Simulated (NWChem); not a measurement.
The numbers come from NWChem runs, not from measurements. System: H5PSi, charge 1, spin multiplicity 2, at the geometry of a parent with another charge or spin, in a state set for the comparison that need not be this species' ground state. Its SCF solution wasn't tested for a lower state. Level: UMP2/def2-TZVP, 10 core orbitals frozen.

Job file:

```
start mol
memory heap 200 mb stack 900 mb global 1100 mb
charge 1
geometry units angstroms nocenter noautoz noautosym
  Si    -1.075030     0.095518     0.224138
  P      1.129043    -0.077212    -0.349040
  H     -1.851635    -0.886897    -0.609591
  H     -1.536128     1.486890    -0.114786
  H     -1.359341    -0.170039     1.678920
  H      1.298076    -1.318950     0.364653
  H      1.563795     0.709924     0.778477
end
basis spherical
  * library def2-tzvp
end
scf
  uhf
  nopen 1
  maxiter 100
  thresh 1e-7
  semidirect memsize 60000000 filesize 0
  # guess.movecs holds the orbitals of an unrestricted PBE0 run
  vectors input guess.movecs output mol.movecs
end
mp2
  freeze core 10
end
task mp2 energy
```

NWChem printed:

```
             Northwest Computational Chemistry Package (NWChem) 7.3.0
             --------------------------------------------------------

                                NWChem Input Module
                                -------------------

 Scaling coordinates for geometry "geometry" by  1.889725989
 (inverse scale =  0.529177249)

                             Geometry "geometry" -> ""
                             -------------------------

 Output coordinates in angstroms (scale by  1.889725989 to convert to a.u.)

  No.       Tag          Charge          X              Y              Z
 ---- ---------------- ---------- -------------- -------------- --------------
    1 Si                  14.0000    -1.07503000     0.09551800     0.22413800
    2 P                   15.0000     1.12904300    -0.07721200    -0.34904000
    3 H                    1.0000    -1.85163500    -0.88689700    -0.60959100
    4 H                    1.0000    -1.53612800     1.48689000    -0.11478600
    5 H                    1.0000    -1.35934100    -0.17003900     1.67892000
    6 H                    1.0000     1.29807600    -1.31895000     0.36465300
    7 H                    1.0000     1.56379500     0.70992400     0.77847700

 Effective nuclear repulsion energy (a.u.)      89.2003269360

            Nuclear Dipole moment (a.u.)
            ----------------------------
        X                 Y               Z
 ---------------- ---------------- ----------------
    -0.0000151178     0.0000000000     0.0000094486


 Summary of "ao basis" -> "" (spherical)
 ------------------------------------------------------------------------------
       Tag                 Description            Shells   Functions and Types
 ---------------- ------------------------------  ------  ---------------------
 *                         def2-tzvp                  on all atoms

 Summary of "ao basis" -> "ao basis" (spherical)
 ------------------------------------------------------------------------------
       Tag                 Description            Shells   Functions and Types
 ---------------- ------------------------------  ------  ---------------------
 Si                        def2-tzvp                13       37   5s5p2d1f
 P                         def2-tzvp                13       37   5s5p2d1f
 H                         def2-tzvp                 4        6   3s1p

                                 NWChem SCF Module
                                 -----------------

  ao basis        = "ao basis"
  functions       =   104
  atoms           =     7
  alpha electrons =    17
  beta  electrons =    16
  charge          =   1.00
  wavefunction    = UHF
  use symmetry    = F
  symmetry adapt  = F

 Summary of "ao basis" -> "ao basis" (spherical)
 ------------------------------------------------------------------------------
       Tag                 Description            Shells   Functions and Types
 ---------------- ------------------------------  ------  ---------------------
 Si                        def2-tzvp                13       37   5s5p2d1f
 P                         def2-tzvp                13       37   5s5p2d1f
 H                         def2-tzvp                 4        6   3s1p

 Forming initial guess at       0.1s

 Starting SCF solution at       0.1s

 ----------------------------------------------
         Quadratically convergent UHF

 Convergence threshold     :          1.000E-07
 Maximum no. of iterations :          100
 Integral*density screening:          1.000E-09
 ----------------------------------------------

              iter       energy          gnorm     gmax       time
             ----- ------------------- --------- --------- --------
                 1     -632.2473069640  6.73D-01  2.25D-01      2.3
                 2     -632.2665376166  8.12D-02  1.38D-02      2.6
                 3     -632.2687816131  5.22D-03  1.15D-03      3.5
                 4     -632.2688018606  2.89D-05  6.07D-06      5.6
                 5     -632.2688018609  3.22D-09  7.76D-10      8.6

       Final UHF  results
       ------------------

         Total SCF energy =   -632.268801860905
      One electron energy =  -1044.819326060743
      Two electron energy =    323.350197263846
 Nuclear repulsion energy =     89.200326935992

                       Sz =      0.5000
                 Sz(Sz+1) =      0.7500
                      S^2 =      0.7656

        Time for solution =      8.5s

          Final alpha eigenvalues
          -----------------------

              1
    1  -80.2559
    2  -69.0064
    3   -7.7999
    4   -6.3548
    5   -5.7034
    6   -5.6909
    7   -5.6899
    8   -4.4633
    9   -4.4596
   10   -4.4594
   11   -1.1472
   12   -0.9149
   13   -0.7865
   14   -0.7449
   15   -0.6915
   16   -0.6729
   17   -0.6706
   18   -0.1068
   19   -0.1015
   20   -0.0775
   21   -0.0436
   22   -0.0384
   23    0.0136
   24    0.0584
   25    0.0716
   26    0.0732
   27    0.0920

          Final beta eigenvalues
          ----------------------

              1
    1  -80.2473
    2  -69.0056
    3   -7.7890
    4   -6.3538
    5   -5.6854
    6   -5.6850
    7   -5.6725
    8   -4.4598
    9   -4.4591
   10   -4.4584
   11   -1.0826
   12   -0.8962
   13   -0.7774
   14   -0.7032
   15   -0.6704
   16   -0.6613
   17   -0.2840
   18   -0.0808
   19   -0.0701
   20   -0.0627
   21   -0.0354
   22   -0.0251
   23    0.0187
   24    0.0681
   25    0.0813
   26    0.0938
   27    0.1208

                    UHF Final Alpha Molecular Orbital Analysis
                    ------------------------------------------
[...]
    16      0.333884  1 Si py                76     -0.221963  3 H  s
    82      0.222942  4 H  s

 Vector   16  Occ=1.000000D+00  E=-6.613182D-01
              MO Center= -8.2D-01,  5.8D-02,  2.2D-01, r^2= 3.2D+00
   Bfn.  Coefficient  Atom+Function         Bfn.  Coefficient  Atom+Function
  ----- ------------  ---------------      ----- ------------  ---------------
    17      0.242134  1 Si pz                52     -0.209836  2 P  px
    15      0.185021  1 Si px                88      0.168380  5 H  s
    76     -0.153039  3 H  s                 82     -0.151545  4 H  s

 Vector   17  Occ=0.000000D+00  E=-2.840108D-01
              MO Center=  9.0D-01, -4.5D-02, -3.6D-01, r^2= 2.9D+00
   Bfn.  Coefficient  Atom+Function         Bfn.  Coefficient  Atom+Function
  ----- ------------  ---------------      ----- ------------  ---------------
    57      0.329985  2 P  pz                42     -0.283907  2 P  s
    54      0.260279  2 P  pz                41     -0.249330  2 P  s
    55     -0.218660  2 P  px                52     -0.193851  2 P  px
    15      0.162998  1 Si px                40      0.160564  2 P  s

 Vector   18  Occ=0.000000D+00  E=-8.083481D-02
              MO Center=  9.3D-01, -6.9D-02, -2.6D-01, r^2= 3.7D+00
   Bfn.  Coefficient  Atom+Function         Bfn.  Coefficient  Atom+Function
  ----- ------------  ---------------      ----- ------------  ---------------
    56      1.081138  2 P  py                95      0.951624  6 H  s
   101     -0.951559  7 H  s                 57      0.222523  2 P  pz
    53      0.189347  2 P  py

 Vector   19  Occ=0.000000D+00  E=-7.006694D-02
              MO Center=  4.4D-01, -8.1D-02,  1.1D-01, r^2= 6.8D+00
   Bfn.  Coefficient  Atom+Function         Bfn.  Coefficient  Atom+Function
  ----- ------------  ---------------      ----- ------------  ---------------
    42      1.784040  2 P  s                 18     -0.917685  1 Si px
    95     -0.906437  6 H  s                101     -0.905202  7 H  s
    57      0.850837  2 P  pz                89     -0.364696  5 H  s
    83     -0.313170  4 H  s                 77     -0.310529  3 H  s
    40     -0.175724  2 P  s                 55     -0.172578  2 P  px

 center of mass
 --------------
 x =   0.08843798 y =   0.00296147 z =  -0.07165271

 moments of inertia (a.u.)
 ------------------
          52.892291268108          23.562606523446          64.688611572963
          23.562606523446         330.662363099142          -5.695571296107
          64.688611572963          -5.695571296107         318.844108931458

  Mulliken analysis of the total density
  --------------------------------------

    Atom       Charge   Shell Charges
 -----------   ------   -------------------------------------------------------
    1 Si  14    13.80   2.00  0.58  1.39  0.85  0.46  4.12  1.73  0.50  1.50  0.34  0.12  0.18  0.02
    2 P   15    14.77   2.01  0.53  1.44  1.01  0.64  4.17  1.70  0.66  1.89  0.54  0.06  0.13  0.01
    3 H    1     0.94   0.23  0.54  0.16  0.01
    4 H    1     0.94   0.23  0.54  0.16  0.01
    5 H    1     0.91   0.22  0.53  0.14  0.01
    6 H    1     0.82   0.22  0.49  0.09  0.02
    7 H    1     0.82   0.22  0.49  0.09  0.02

  Mulliken analysis of the alpha density
  --------------------------------------

    Atom       Charge   Shell Charges
 -----------   ------   -------------------------------------------------------
    1 Si  14     6.95   1.00  0.29  0.70  0.43  0.23  2.06  0.86  0.26  0.78  0.17  0.06  0.10  0.01
    2 P   15     7.82   1.00  0.27  0.72  0.55  0.34  2.10  0.84  0.39  1.19  0.34  0.03  0.06  0.01
    3 H    1     0.47   0.11  0.27  0.08  0.01
    4 H    1     0.47   0.11  0.27  0.08  0.01
    5 H    1     0.48   0.12  0.28  0.08  0.01
    6 H    1     0.40   0.11  0.24  0.04  0.01
    7 H    1     0.40   0.11  0.24  0.04  0.01

   Mulliken analysis of the beta density
   -------------------------------------

    Atom       Charge   Shell Charges
 -----------   ------   -------------------------------------------------------
    1 Si  14     6.85   1.00  0.29  0.70  0.42  0.23  2.06  0.87  0.24  0.72  0.17  0.05  0.09  0.01
    2 P   15     6.95   1.00  0.26  0.72  0.47  0.30  2.07  0.86  0.27  0.70  0.20  0.03  0.06  0.00
    3 H    1     0.47   0.11  0.27  0.08  0.01
    4 H    1     0.47   0.11  0.27  0.08  0.01
    5 H    1     0.43   0.10  0.25  0.07  0.01
    6 H    1     0.41   0.11  0.25  0.05  0.01
    7 H    1     0.41   0.11  0.25  0.05  0.01

   Mulliken analysis of the spin density
   -------------------------------------

    Atom       Charge   Shell Charges
 -----------   ------   -------------------------------------------------------
    1 Si  14     0.09   0.00  0.00 -0.00  0.00 -0.01  0.00 -0.00  0.02  0.07 -0.00  0.01  0.01  0.00
    2 P   15     0.87   0.00  0.00 -0.00  0.08  0.05  0.02 -0.02  0.13  0.48  0.13 -0.00 -0.00  0.00
    3 H    1    -0.00  -0.00 -0.00 -0.00  0.00
    4 H    1    -0.00  -0.00 -0.00 -0.00  0.00
    5 H    1     0.06   0.01  0.04  0.01  0.00
    6 H    1    -0.01  -0.00 -0.00 -0.01  0.00
    7 H    1    -0.01  -0.00 -0.00 -0.01  0.00

       Multipole analysis of the density wrt the origin
       ------------------------------------------------

     L   x y z        total         alpha         beta         nuclear
     -   - - -        -----         -----         ----         -------
     0   0 0 0      1.000000    -17.000000    -16.000000     34.000000

     1   1 0 0      0.976950     -0.552986      1.529950     -0.000015
     1   0 1 0     -0.121139     -0.014539     -0.106600      0.000000
     1   0 0 1     -0.037576      0.426831     -0.464416      0.000009

     2   2 0 0    -12.802041    -94.508403    -86.373743    168.080105
     2   1 1 0     -0.399090      6.551057      6.469361    -13.419508
     2   1 0 1     -1.710356     16.587702     12.309612    -30.607669
     2   0 2 0    -18.463142    -19.470141    -18.587858     19.594857
     2   0 1 1      0.116007     -1.460882     -1.494829      3.071719
     2   0 0 2    -17.967527    -22.429706    -18.654432     23.116611

                   NWChem MP2 Semi-direct Energy/Gradient Module
                   ---------------------------------------------

  Basis functions       =    104
  Molecular orbitals    =    104
  Frozen core           =     10
  Frozen virtuals       =      0
  Active alpha occupied =      7
  Active beta occupied  =      6
  Active alpha virtual  =     87
  Active beta virtual   =     88
  Use MO symmetry       = F
  Use skeleton AO sym   = F

  AO/Fock/Back tols     =   1.0D-09  1.0D-09  1.0D-09

 GA uses MA = F    GA memory limited = T

 Available:
  local mem=  1.26D+08
 global mem=  1.44D+08
 local disk=  0.00D+00
  mp2_memr nvloc                    87
  nvloc new                    87
   1 passes of   7:        5242880                      52502                  11098351.
   1 passes of   7: M    126151455           G      144157568           F     120908575.

 Semi-direct pass number   1 of   1  for UHF alpha       at        8.8s
  vrange nnbf                  5351
  mp2_eaftype                    42  avail_ma_in_mb                  1099
 EAF : mp2_eaftype filesize          42    5549176.
  mp2_eaf for mointskh                     42
Node 0 wrote     26.1 Mb in      0.0 s     Agg I/O rate:  2183.7 Mb/s
 Done moints_semi at       13.1s
  mp2_eaftype                    42  avail_ma_in_mb                  1057
 EAF : mp2_eaftype filesize          42    5549176.
  mp2_eaf for kh                    42
 Done maket at       13.3s
 Done multipass loop at       13.3s

 GA uses MA = F    GA memory limited = T

 Available:
  local mem=  1.26D+08
 global mem=  1.44D+08
 local disk=  0.00D+00
  mp2_memr nvloc                    88
  nvloc new                    88
   1 passes of   6:        5242880                      48454                   9624686.
   1 passes of   6: M    126151455           G      144157568           F     120908575.

 Semi-direct pass number   1 of   1  for UHF beta        at       13.3s
  vrange nnbf                  5351
  mp2_eaftype                    36  avail_ma_in_mb                  1099
 EAF : mp2_eaftype filesize          36    4812343.
  mp2_eaf for mointskh                     36
Node 0 wrote     22.6 Mb in      0.0 s     Agg I/O rate:  1719.0 Mb/s
 Done moints_semi at       16.9s
  mp2_eaftype                    36  avail_ma_in_mb                  1063
 EAF : mp2_eaftype filesize          36    4812343.
  mp2_eaf for kh                    36
 Done maket at       17.1s
 Done multipass loop at       17.1s

          -------------------------------------------
          SCF energy                -632.268801860905
          Correlation energy          -0.238833721964
          Singlet pairs                0.000000000000
          Triplet pairs                0.000000000000
          Total MP2 energy          -632.507635582869
          -------------------------------------------

          ---------------------------------------------------
                    Spin Component Scaled (SCS) MP2
          Same spin pairs                     -0.037372993352
          Same spin scaling factor             0.333333333333
          Opposite spin pairs                 -0.201460728613
          Opposite spin scaling fact.          1.200000000000
          SCS-MP2 correlation energy          -0.254210538786
          Total SCS-MP2 energy              -632.523012399691
          ---------------------------------------------------

 -----------------------
 Performance information
 -----------------------

 Timer overhead =  2.06D-07 seconds/call

               Nr. of calls         CPU time (s)                 Wall time (s)                GFlops
             ---------------    -------------------     ------------------------------   -------------------
Name         Min   Avg   Max    Min     Avg     Max     Min     Avg     Max   Mx/calls   Min     Max     Sum
mp2: moin     2     2     2    8.0     8.0     8.0      8.0     8.0     8.0     4.0      0.0     0.0     0.0
mp2: make     2     2     2   0.31    0.31    0.31     0.31    0.31    0.31    0.16      0.0     0.0     0.0
mp2: tota     1     1     1    8.4     8.4     8.4      8.4     8.4     8.4     8.4      0.0     0.0     0.0

 The average no. of pstat calls per process was 5.00D+00
 with a timing overhead of 1.03D-06s

 Task  times  cpu:       17.1s     wall:       17.1s

 Total times  cpu:       17.1s     wall:       17.1s
```
